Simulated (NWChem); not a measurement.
# CH₃FO₃Si; SMILES O1CO[Si]1(O)F

```xyz
9

O      1.3025    -1.3572     0.0000
Si     0.0139    -0.3602     0.0000
F     -1.2970    -1.2774     0.0000
O      0.0060     0.8801    -1.1125
C     -0.0178     1.8003     0.0000
O      0.0060     0.8801     1.1125
H      1.1368    -2.3100     0.0000
H      0.8737     2.4340     0.0000
H     -0.9393     2.3901     0.0000
```
Atoms are numbered in this order, from 1.

Program: NWChem. Medium grid unless said otherwise, to which SCAN and Minnesota functionals are sensitive. All runs use the structure optimised with B3LYP/6-31G* (spherical d). Total energies of different functionals are on different scales.

```csv
level,energy (Ha),highest occupied level (eV),orbital gap (eV),dipole (D)
PBE/def2-TZVP,-654.7460,…,…,0.75
B3LYP/def2-TZVP,-655.2927,-8.57,8.47,0.71
PW6B95/def2-TZVP,-655.9363,-8.98,9.21,0.69
TPSSh/def2-TZVP,-655.2817,-7.97,7.92,0.70
r2SCAN/def2-TZVP,-655.0825,-7.50,7.52,0.76
```

### Question
Complete the blanks.

### Answer

- PBE/def2-TZVP, highest occupied level (eV): -7.17
- PBE/def2-TZVP, orbital gap (eV): 6.52
